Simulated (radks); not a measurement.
Spherical jellium clusters: N electrons in a uniform positive sphere of charge N and radius rs N^(1/3), rs = 2.99 bohr. Method: non-relativistic Kohn-Sham, PBE, spin-polarised, spherical densities; computed with a radial shooting solver with Libxc functionals. Levels are named by radial order and angular momentum (1s, 1p, 1d, 2s, ...), and open shells are averaged over m.

N = 28, configuration 1s2 1p6 1d10 2s2 1f(up 7, down 1). This is the lowest configuration that the search found. Occupied and some empty levels:

level    occupation  eigenvalue (eV)  <r> (bohr)
1s up             1          -7.6331       5.480
1s down           1          -7.4833       5.099
1p up             3          -6.4618       6.576
1p down           3          -6.1317       6.306
1d up             5          -5.0222       7.319
1d down           5          -4.5672       7.160
2s up             1          -4.4262       5.996
2s down           1          -4.1466       6.173
1f up             7          -3.3532       7.965
1f down           1          -2.8253       7.907
2p up             0          -2.4929       7.363
2p down           0          -2.2426       7.455
1g up             0          -1.5196       8.675
1g down           0         -0.97028       8.763
2d up             0         -0.83646       9.875

Energy (eV): total -45.2191, kinetic 84.651, external -2766.0, Hartree 1358.8, exchange-correlation -132.50, background 1409.8.
